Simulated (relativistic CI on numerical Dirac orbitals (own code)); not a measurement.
# One change at a time: Ho⁵⁹⁺

Base calculation: Dirac-Coulomb-Breit CI, orbitals from a KLI potential per configuration, QED by a radiative potential, unscaled Slater integrals.

CI space (outside the closed core 1s2): 2s2.2p4, 2s.2p5, 2p6, 2p5.3s, 2p5.3p, 2p5.3d, 2s2.2p3.3s, 2s2.2p3.3p, 2s2.2p3.3d, 2s.2p4.3s, 2s.2p4.3p, 2s.2p4.3d, 2s2.2p3.4s, 2s2.2p3.4p, 2s2.2p3.4d, 2s2.2p3.4f, 2s2.2p2.3s2, 2s.2p4.4s, 2s.2p4.4p, 2s2.2p2.3s.3p, 2s.2p4.4d, 2s.2p4.4f, 2s2.2p3.5s, 2s2.2p3.5p, 2s2.2p2.3s.3d, 2s2.2p2.3p2, 2s2.2p3.5d, 2s2.2p3.5f, 2s2.2p3.5g, 2s2.2p2.3p.3d, 2s.2p3.3s2, 2s2.2p2.3d2, 2s.2p3.3s.3p, 2s.2p3.3s.3d, 2s.2p3.3p2, 2s.2p4.5s. Levels of other configurations are missing.

The lowest level and the first level of each name with at least 55 % of one term (blank where a level has no safe partner in the second run):

```
           Level  Base (eV)  Shift (eV)
    2s2.2p4 3P_2       0.00        0.00
    2s2.2p4 1S_0      52.61       -4.36
    2s2.2p4 3P_1     887.01       +1.16
    2s2.2p4 1D_2     905.63       -1.29
    2s.2p5 3P°_2    1239.16       +2.11
    2s.2p5 1P°_1    1312.79       -4.73
    2s2.2p4 3P_0    1813.01       -1.18
    2s.2p5 3P°_0    2136.62       +2.18
    2s.2p5 3P°_1    2172.96       -2.05
        2p6 1S_0    2588.49       -1.73
 2s2.2p3.3p 3P_0    7447.41       -4.69
2s2.2p3.3d 3P°_0    7518.77       -0.62
2s2.2p3.3s 3S°_1    7921.42       +1.91
2s2.2p3.3s 3D°_3    7934.74       -0.20
2s2.2p3.3s 1D°_2    7942.37       -0.84
2s2.2p3.3s 3P°_0    7979.71       -3.39
2s2.2p3.3s 3P°_1    7983.03       -3.84
 2s2.2p3.3p 3D_1    8081.37       -2.72
  2s.2p4.3s 5P_3    8206.60       +5.75
 2s2.2p3.3p 3F_4    8292.47       +0.04
  2s.2p4.3s 1S_0    8339.52       -6.77
```

At this charge energies of transitions that change n are usually good to better than 1 %, and those within a shell (Δn = 0) to a few per cent.

Question: One thing was changed in a second run, which moved the levels as shown. Which?
A. valence Slater integrals scaled by 0.9
B. Breit term removed
C. configuration mixing switched off
D. QED terms removed

Answer: A. Valence Slater integrals scaled by 0.9. Scaling acts on the splittings between terms and on the mixing, and leaves the fine structure of pure LS terms nearly alone; in jj coupling it moves the levels of one term differently.

LS names give the leading component of a level, which can be under half, so a name can repeat, a term be missing and a line seem to break the LS rules.
